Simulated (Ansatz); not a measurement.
Molecule: sum formula VO$_{2}$F, charge 0, multiplicity 1. SMILES: [O]=[V](=[O])[F]
Geometry: optimised at B3LYP-D3(BJ)/def2-TZVP (Ansatz, a first-principles code).

Quantity: atomisation energy (electronic, to ground-state atoms), in eV. Cores are frozen in the correlated levels unless marked. Open shells are spin-unrestricted. No spin-orbit coupling. The frozen core is the preceding noble-gas configuration, with the filled d and f shells of earlier blocks. Non-relativistic. The coupled-cluster limit lacks core correlation, which all-electron functionals hold. CBS(X,Y): correlation extrapolated as X^-3; Hartree-Fock from the larger set. [CCSD(T)-MP2]/basis is that difference in the basis named. The program attaches cautions to a run behind RI-MP2/CBS(def2-TZVPPD,def2-QZVPPD)+[CCSD(T)-MP2]/def2-TZVPPD: large difference.

```tsv
level	program	atomisation energy (eV)
HF/STO-3G	Ansatz	8.92
PBE/def2-TZVPD	Ansatz	20.34
BLYP/def2-TZVPD	Ansatz	19.63
PBE0-D3(BJ)/def2-TZVP	Ansatz + dftd3	17.30
```

The program attaches cautions to a run behind HF/STO-3G: large difference.

**Question.** Estimate the value at RI-MP2/CBS(def2-TZVPPD,def2-QZVPPD)+[CCSD(T)-MP2]/def2-TZVPPD as computed with Ansatz.

**Answer.** 17.61 eV, so PBE0-D3(BJ)/def2-TZVP differs from it by -0.31 eV.
